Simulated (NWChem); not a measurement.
## Correlation energy of sulfur difluoride (F₂S)

```
S
F 1 1.6118
F 1 1.6118 2 99.21
```
Charge 0, spin multiplicity 1.

Everything below was run with NWChem. The geometry was optimised at PBE0/def2-SVP, a minimum by its harmonic frequencies.

Basis set: cc-pVTZ. Each correlation energy counts from its own Hartree-Fock reference.

The correlated methods keep 7 core orbitals frozen. Coupled-cluster values serve here as a point of comparison, not as the truth.

Q: Order these methods by the correlation energy they give, lowest first: SCS-MP2, CCSD(T), CCSD, CCSD+T(CCSD).

A: CCSD+T(CCSD) (-713.6 mHa), CCSD(T) (-712.0 mHa), CCSD (-687.6 mHa), SCS-MP2 (-660.1 mHa)
